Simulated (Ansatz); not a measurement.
`O[SiH2][AlH][Cl]` + H–F → `F[SiH2][AlH][Cl]` + H₂O at 600 K and 1 bar (ligand exchange at the Si–O bond).

Calculated with Ansatz (gas phase, PBE0-D4/def2-TZVP geometries, no zero-point term in ΔE). CCSD(T)/CBS adds triple-zeta CCSD(T) − MP2 to the extrapolated MP2 energy (def2 sets, frozen cores). This one scheme is used for every species. Each species was taken in one conformer, which may not be the lowest.

| species | CCSD(T)/CBS energy (Eh) | H − E (kJ/mol) | S (J/(mol·K)) |
| --- | --- | --- | --- |
| `O[SiH2][AlH][Cl]` | -1068.55078 | 162.6 | 452.1 |
| H–F | -100.39570 | 42.3 | 194.0 |
| `F[SiH2][AlH][Cl]` | -1092.58214 | 127.6 | 429.6 |
| H₂O | -76.37941 | 76.8 | 212.8 |

H − E and S are ideal-gas, rigid-rotor, harmonic terms from PBE0-D4/def2-TZVP, for one conformer and one mirror image of each species. 1 Eh = 2625.50 kJ/mol, R = 8.31446 J/(mol·K).

Task: By hand: ΔE, ΔH, ΔS and ΔG.

Result: ΔE = (-1092.58214) + (-76.37941) − (-1068.55078) − (-100.39570) = -0.01507 Eh = -39.6 kJ/mol. Δ(H − E) = 127.6 + 76.8 − 162.6 − 42.3 = -0.5, so ΔH = -40.1 kJ/mol. ΔS = 429.6 + 212.8 − 452.1 − 194.0 = -3.7 J/(mol·K). ΔG = -40.1 − 600 × (-3.7)/1000 = -37.9 kJ/mol.

Task: By hand: the equilibrium constant, and the temperature at which ΔG would vanish if ΔH and ΔS stayed fixed.

Result: log₁₀ K = −ΔG/(RT ln 10) = 3.3. ΔG = 0 at ΔH/ΔS = 10838 K, far beyond where these terms or the molecules hold.

The number of gas molecules stays the same, so ΔS is small and ΔH decides. A doubt of 5 kJ/mol in ΔE shifts log₁₀ K by 0.4 here. Other conformers and mirror images would add mixing entropy, several J/(mol·K) or more a flexible species. Modes under 60 cm⁻¹, often nearly free rotors, make the harmonic entropy too high. These are equilibria of isolated gas molecules and say nothing of rates. Largest T1 diagnostic: 0.011 (customary marks: 0.02 for closed shells, 0.045 for open ones).
